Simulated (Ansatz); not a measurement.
Harmonic frequencies (cm⁻¹) at PBE0-D4/def2-TZVP from Ansatz: 223, 262, 286, 389, 450, 702, 770, 924, 926, 992, 1061, 1089, 1148, 1179, 1289, 1447, 1486, 3162, 3163, 3249, 3260.

(1) Which molecule is it?
A. `CO[BH][ZnH]`
B. `CS[AsH2]`
C. `ClC1(Br)CC1`
D. `C=CC(Cl)Br`

Answers

(1) C.
